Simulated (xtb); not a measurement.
CH3Li, triplet, at a GFN2-xTB geometry (such geometries of metal compounds can be far from the true shape) (a higher spin typed on purpose: for a closed-shell molecule this is an excited state); GFN2-xTB with GBSA(toluene) in xtb 6.7.1.

xtb was given this input:
```
$ xtb mol.xyz --gfn 2 --uhf 2 --gbsa toluene --json

# file mol.xyz
5

Li    -1.23887728    -0.72065170    -1.08817184
C      0.39245825     0.22741334     0.34480302
H      0.73948266    -0.69510978     0.75974111
H     -0.31757013     0.81213558     0.89022386
H      0.93996981     0.68044928    -0.45426758
```

Output, abridged:

```
   ID    Z sym.   atoms
    1    3 Li     1
    2    6 C      2
    3    1 H      3-5

           -------------------------------------------------
          |                Calculation Setup                |
           -------------------------------------------------

           -------------------------------------------------
          |                 G F N 2 - x T B                 |
           -------------------------------------------------

      * Solvation model:               GBSA
        Solvent                        toluene
        Parameter file                 internal GFN2-xTB/GBSA
        Dielectric constant                7.0000E+00
        Reference state                gsolv [1 M gas/solution]
        Free energy shift                  4.5239E-03 Eh       2.8388E+00 kcal/mol
        Temperature                        2.9815E+02 K
        Density                            8.6700E-01 kg/L
        Solvent mass                       9.2140E+01 g/mol
        Interaction kernel             Still
        Born radius scaling (c1)           1.5686E+00
        Born radii integrator          GBOBC
        Born offset                        0.0000E+00 a0       0.0000E+00 AA
        H-bond correction              false
        Ion screening                  false
        Surface tension                    1.0000E-05 Eh       1.5569E+01 dyn/cm
        Grid points                               230 per atom

          ...................................................
          :                      SETUP                      :
          :.................................................:
          :  # basis functions                  11          :
          :  # atomic orbitals                  11          :
          :  # shells                            7          :
          :  # electrons                         8          :
          :  max. iterations                   250          :
          :  Hamiltonian                  GFN2-xTB          :
          :  restarted?                      false          :
          :  GBSA solvation                   true          :
          :  PC potential                    false          :
          :  electronic temp.          300.0000000     K    :
          :  accuracy                    1.0000000          :
          :  -> integral cutoff          0.2500000E+02      :
          :  -> integral neglect         0.1000000E-07      :
          :  -> SCF convergence          0.1000000E-05 Eh   :
[...]
         :: total energy              -3.761980535234 Eh    ::
[...]
         9                          0.2853384               7.7645
        10                          0.2872674               7.8169
        11                          0.2966859               8.0732
      -------------------------------------------------------------
                  HL-Gap            0.1215524 Eh            3.3076 eV
             Fermi-level           -0.2745125 Eh           -7.4699 eV

     #   Z          covCN         q      C6AA      α(0)
     1   3 Li       0.635    -0.019    96.151    34.376
     2   6 C        3.414    -0.118    26.335     7.879
     3   1 H        0.927     0.046     2.376     2.410
     4   1 H        0.927     0.046     2.372     2.408
     5   1 H        0.927     0.046     2.372     2.408

 Mol. C6AA /au·bohr⁶  :        324.863009
 Mol. C8AA /au·bohr⁸  :      14362.988812
 Mol. α(0) /au        :         49.482294

Wiberg/Mayer (AO) data.
largest (>0.10) Wiberg bond orders for each atom

 ---------------------------------------------------------------------------
     #   Z sym  total        # sym  WBO       # sym  WBO       # sym  WBO
 ---------------------------------------------------------------------------
     1   3 Li   0.040
     2   6 C    3.044 --     3 H    0.999     4 H    0.999     5 H    0.999
     3   1 H    0.998 --     2 C    0.999
     4   1 H    0.998 --     2 C    0.999
     5   1 H    0.998 --     2 C    0.999
 ---------------------------------------------------------------------------

Topologies differ in total number of bonds
Writing topology from bond orders to xtbtopo.mol

molecular dipole:
                 x           y           z       tot (Debye)
 q only:        0.075       0.045       0.066
   full:        1.142       0.667       1.003       4.217
molecular quadrupole (traceless):
                xx          xy          yy          xz          yz          zz
 q only:       -0.086      -0.180       0.102      -0.262      -0.157      -0.016
  q+dip:       -2.388      -4.738       2.921      -7.100      -4.159      -0.534
   full:       -2.446      -4.809       3.005      -7.248      -4.223      -0.559

           -------------------------------------------------
          | TOTAL ENERGY               -3.761980535234 Eh   |
          | GRADIENT NORM               0.001399173813 Eh/α |
          | HOMO-LUMO GAP               3.307609813529 eV   |
           -------------------------------------------------

normal termination of xtb
```
